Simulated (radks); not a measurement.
Q: These are the eigenvalues of the occupied orbitals of an atom or ion with whole-number occupations (eV). Calculated with a radial shooting solver on a logarithmic mesh with Libxc functionals: Dirac Kohn-Sham, LDA (Slater exchange, Perdew-Wang correlation), spin-unpolarised, spherical densities, point nucleus.

orbital  eigenvalue
1s1/2     -28985.20
2s1/2     -4395.530
2p1/2     -4109.634
2p3/2     -3879.317
3s1/2     -866.8776
3p1/2     -750.5616
3p3/2     -708.5106
3d3/2     -502.1260
3d5/2     -493.4359
4s1/2     -157.1274
4p1/2     -118.3496
4p3/2     -110.6810
4d3/2      -49.8063
4d5/2      -48.7362
5s1/2      -30.6840
4f5/2       -6.4261
4f7/2       -6.4248

Which element is it, and in what charge state? The configuration may be excited. Open shells, if any, are shared by 2j + 1.

A: Z = 50, tin, charge +2: Sn2+ in [Kr] 4d10 5s1 4f1. The list shows which subshells hold electrons but not how many an open one holds; the 1s level, -1065.2 hartree, gives Z - s = 46.2 by -(Z - s)^2/2, which with screening and relativity narrows Z to a few neighbours, and the depths of the outer levels then fix element, charge and occupations together.
